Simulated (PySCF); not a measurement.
C2H5FO2Si, SMILES CC(=O)O[SiH2]F.

The structure is a stationary point at PBE-D3(BJ)/def2-SVP. Other conformers were not sampled.

All values below come from PBE-D3(BJ)/def2-SVP (PySCF).

Frequencies are harmonic and unscaled.

```tsv
mode	ν (cm⁻¹)	IR (km/mol)	moving atoms (share of kinetic energy)
1	86	2.1	H 91 %
2	97	19.1	O 55 %, Si 13 %, C 12 %, F 12 %
3	108	0.1	O 54 %, H 16 %, F 16 %, C 14 %
4	155	5.8	Si 27 %, O 26 %, H 25 %, F 15 %
5	233	4.0	F 56 %, Si 19 %, C 11 %, O 9 %
6	377	9.6	C 27 %, H 26 %, O 23 %, Si 23 %
7	560	1.8	H 47 %, C 43 %, O 9 %
8	585	3.6	C 36 %, O 35 %, H 16 %, Si 11 %
9	665	77.9	H 64 %, Si 15 %, O 14 %
10	745	16.8	H 92 %
11	778	67.1	O 67 %, Si 15 %, H 9 %
12	852	45.9	H 48 %, F 37 %, Si 14 %
13	882	296.7	H 56 %, Si 21 %, F 17 %
14	898	12.6	H 49 %, O 32 %, C 14 %
15	957	190.3	H 39 %, O 32 %, Si 14 %, C 10 %
16	977	33.9	H 59 %, C 25 %, O 16 %
17	1011	8.6	C 49 %, H 49 %
18	1270	142.1	H 47 %, C 41 %, O 11 %
19	1348	206.5	C 57 %, H 37 %
20	1385	16.8	H 95 %
21	1393	10.9	H 96 %
22	1737	201.5	C 64 %, O 34 %
23	2228	44.3	H 98 %
24	2252	121.1	H 95 %
25	2995	0.0	H 97 %
26	3079	0.3	H 91 %, C 9 %
27	3131	1.3	H 90 %, C 10 %
```
